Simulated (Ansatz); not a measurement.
Reaction (ligand exchange at the Al–C bond): `N#[C][Al]([Cl])[Cl]` + `N=C=O` → `O=C=[N][Al]([Cl])[Cl]` + `C#N`

Calculated with Ansatz (gas phase, PBE0-D4/def2-TZVP geometries, no zero-point term in ΔE). CBS: MP2 limit from def2 TZ/QZ plus the TZ coupled-cluster correction, frozen cores. This one scheme is used for every species. Each species was taken in one conformer, which may not be the lowest.

`N#[C][Al]([Cl])[Cl]`:

```xyz
5

N     0.457   -1.546    1.865
C     0.244   -0.824    0.992
Al   -0.111    0.376   -0.453
Cl    1.153    0.366   -2.082
Cl   -1.743    1.629   -0.322
```

`N=C=O`:

Cartesian coordinates in Å:
```
N 0.576 -0.378 0.334
C -0.161 0.239 -0.399
O -0.763 0.829 -1.196
H 0.348 -0.690 1.260
```

`O=C=[N][Al]([Cl])[Cl]`:

Cartesian coordinates in Å:
```
O 0.762 -2.858 -0.371
C 0.466 -1.743 -0.226
N 0.161 -0.596 -0.077
Al -0.287 1.075 0.139
Cl 1.109 2.433 0.834
Cl -2.212 1.688 -0.300
```

`C#N`:

```xyz
3

C     0.018    0.018   -0.003
N    -0.784   -0.790    0.126
H     0.766    0.772   -0.123
```

```
                species  CCSD(T)/CBS(def2) energy (Eh)
  `N#[C][Al]([Cl])[Cl]`                    -1254.46678
                `N=C=O`                     -168.51995
`O=C=[N][Al]([Cl])[Cl]`                    -1329.69600
                  `C#N`                      -93.32098
```

Work out ΔE.

ΔE = (-1329.69600) + (-93.32098) − (-1254.46678) − (-168.51995) = -0.03025 Eh = -19.0 kcal/mol.

Largest T1 diagnostic among the species: 0.018.

Leaving LDA and LC-ωPBE aside and taking each functional with its dispersion term where it has one, the values, not all of them listed here, spread over 4.0 kcal/mol, from BHLYP-D4 to PBE-D4. LDA lies −1.2 kcal/mol from PBE without D4. From PBE to PBE0 (25 % exact exchange), in def2-TZVPP and without D4, ΔE moves by −1.6 kcal/mol. In def2-TZVPP, CCSD(T) changes the Hartree–Fock value by +3.2 kcal/mol (the triples alone add +0.7 kcal/mol) and MP2 by +2.6 kcal/mol.
